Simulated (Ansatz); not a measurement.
Mulliken charges of H5N2O2V, SMILES `[NH]=[V]([NH2])([OH])[OH]` from B3LYP/def2-TZVPP in Ansatz (PBE0-D4/def2-TZVP geometry).

| atom | x (Å) | y (Å) | z (Å) | charge (e) |
| --- | --- | --- | --- | --- |
| N1 | -1.106 | 0.506 | -0.903 | -0.554 |
| V2 | 0.070 | 0.208 | 0.151 | 1.094 |
| N3 | 0.503 | -1.543 | -0.146 | -0.455 |
| O4 | -0.483 | 0.444 | 1.824 | -0.468 |
| O5 | 1.476 | 1.259 | -0.132 | -0.468 |
| H6 | -1.848 | 0.761 | -1.539 | 0.161 |
| H7 | 1.229 | -1.993 | 0.395 | 0.137 |
| H8 | 0.090 | -2.166 | -0.819 | 0.158 |
| H9 | -1.395 | 0.624 | 2.055 | 0.198 |
| H10 | 1.548 | 1.849 | -0.884 | 0.198 |

Task: By hand: the dipole of these point charges (1 e Å = 4.8032 D).

Result: Σ q r = (-0.089, -0.151, -0.151) e Å, of length 0.231 e Å = 1.11 D.

Task: How does the dipole of the full density compare? (Estimate.)

Result: The calculation gave: (-0.336, -0.086, -0.372) e Å, 2.44 D; the point charges give 0.45 times that, at 33° from its direction.

Point charges leave out the atoms' own dipoles, such as those of lone pairs, and Mulliken's split depends on the basis, so the two needn't agree.

B3LYP here is the variant with VWN-RPA as its local correlation; programs differ in this.
